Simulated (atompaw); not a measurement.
# Logarithmic derivatives: Cl (Z = 17), PAW (atompaw)

| Property | Result |
| --- | --- |
| Element | Cl |
| Generator | atompaw 4.2.0.5 |
| Type | PAW |
| Functional | LDA (PW92) |
| Relativity | scalar-relativistic |
| Frozen core | [He] |
| Valence charge | 15 |
| Reference configuration | 2s2 2p6 3s2 3p5 |
| Partial waves | 2s (bound): rc 0.50 bohr; 3s (bound): rc 0.95 bohr; 2p (bound): rc 0.65 bohr; 3p (bound): rc 0.85 bohr; 3d channel at 0.3 Ry: rc 0.95 bohr; 3d channel at 1.35 Ry: rc 0.95 bohr |
| Local potential | troulliermartins scheme with l = 3 at -0.5 Ry, radius 0.65 bohr |
| Core correction | smooth core density matched at 0.55 bohr |
| Augmentation charge | besselshape compensation charge, radius 0.75 bohr; PAW radius 0.95 bohr; waves and projectors: custom rrkj gramschmidtortho |

The phase is arctan(r·u′/u) with u = r·R(r), unwrapped; energies in Ry, scanned from -21 to 5 Ry. A pole is an energy at which the radial function vanishes at the test radius. The pseudo phase is shifted by a multiple of π to meet the all-electron one at the reference energy, and phase errors are pseudo minus all-electron; the curves can meet again beyond the range given. Levels narrower than the energy grid can be missing from the lists of poles.

| channel | radius (bohr) | reference energy (Ry) | poles, all-electron | poles, pseudo | unbroken range about the reference energy with phases within 0.05 rad | phase error 1 Ry above the reference energy (rad) |
| --- | --- | --- | --- | --- | --- | --- |
| s | 0.96 | -1.52 | -17.61 | -17.61 | the whole range | +0.000 |
| p | 0.96 | -0.64 | -13.32 | -13.32 | the whole range | +0.000 |
| d | 0.96 | 0.30 | none | none | the whole range | -0.000 |

Phases in the s channel:

```json
{"E (Ry)": "-21.00", "all-electron": "1.105", "pseudo": "1.110"}
{"E (Ry)": "-20.40", "all-electron": "0.992", "pseudo": "0.999"}
{"E (Ry)": "-19.80", "all-electron": "0.707", "pseudo": "0.716"}
{"E (Ry)": "-19.20", "all-electron": "-0.276", "pseudo": "-0.268"}
{"E (Ry)": "-18.60", "all-electron": "-1.219", "pseudo": "-1.219"}
{"E (Ry)": "-18.00", "all-electron": "-1.491", "pseudo": "-1.491"}
{"E (Ry)": "-17.40", "all-electron": "-1.601", "pseudo": "-1.601"}
{"E (Ry)": "-16.80", "all-electron": "-1.662", "pseudo": "-1.661"}
{"E (Ry)": "-16.20", "all-electron": "-1.701", "pseudo": "-1.699"}
{"E (Ry)": "-15.60", "all-electron": "-1.729", "pseudo": "-1.728"}
{"E (Ry)": "-15.00", "all-electron": "-1.751", "pseudo": "-1.750"}
{"E (Ry)": "-14.40", "all-electron": "-1.770", "pseudo": "-1.768"}
{"E (Ry)": "-13.80", "all-electron": "-1.786", "pseudo": "-1.784"}
{"E (Ry)": "-13.20", "all-electron": "-1.800", "pseudo": "-1.799"}
{"E (Ry)": "-12.60", "all-electron": "-1.814", "pseudo": "-1.812"}
{"E (Ry)": "-12.00", "all-electron": "-1.827", "pseudo": "-1.825"}
{"E (Ry)": "-11.40", "all-electron": "-1.840", "pseudo": "-1.838"}
{"E (Ry)": "-10.80", "all-electron": "-1.853", "pseudo": "-1.851"}
{"E (Ry)": "-10.20", "all-electron": "-1.866", "pseudo": "-1.865"}
{"E (Ry)": "-9.60", "all-electron": "-1.880", "pseudo": "-1.878"}
{"E (Ry)": "-9.00", "all-electron": "-1.894", "pseudo": "-1.892"}
{"E (Ry)": "-8.40", "all-electron": "-1.909", "pseudo": "-1.907"}
{"E (Ry)": "-7.80", "all-electron": "-1.924", "pseudo": "-1.923"}
{"E (Ry)": "-7.20", "all-electron": "-1.941", "pseudo": "-1.940"}
{"E (Ry)": "-6.60", "all-electron": "-1.960", "pseudo": "-1.958"}
{"E (Ry)": "-6.00", "all-electron": "-1.979", "pseudo": "-1.978"}
{"E (Ry)": "-5.40", "all-electron": "-2.001", "pseudo": "-2.000"}
{"E (Ry)": "-4.80", "all-electron": "-2.025", "pseudo": "-2.025"}
{"E (Ry)": "-4.20", "all-electron": "-2.052", "pseudo": "-2.052"}
{"E (Ry)": "-3.60", "all-electron": "-2.083", "pseudo": "-2.082"}
{"E (Ry)": "-3.00", "all-electron": "-2.117", "pseudo": "-2.117"}
{"E (Ry)": "-2.40", "all-electron": "-2.157", "pseudo": "-2.157"}
{"E (Ry)": "-1.80", "all-electron": "-2.203", "pseudo": "-2.203"}
{"E (Ry)": "-1.20", "all-electron": "-2.256", "pseudo": "-2.256"}
{"E (Ry)": "-0.60", "all-electron": "-2.319", "pseudo": "-2.319"}
{"E (Ry)": "0.00", "all-electron": "-2.394", "pseudo": "-2.393"}
{"E (Ry)": "0.60", "all-electron": "-2.483", "pseudo": "-2.482"}
{"E (Ry)": "1.20", "all-electron": "-2.591", "pseudo": "-2.587"}
{"E (Ry)": "1.80", "all-electron": "-2.718", "pseudo": "-2.711"}
{"E (Ry)": "2.40", "all-electron": "-2.866", "pseudo": "-2.855"}
{"E (Ry)": "3.00", "all-electron": "-3.034", "pseudo": "-3.017"}
{"E (Ry)": "3.60", "all-electron": "-3.215", "pseudo": "-3.192"}
{"E (Ry)": "4.20", "all-electron": "-3.398", "pseudo": "-3.369"}
{"E (Ry)": "4.80", "all-electron": "-3.572", "pseudo": "-3.538"}
```
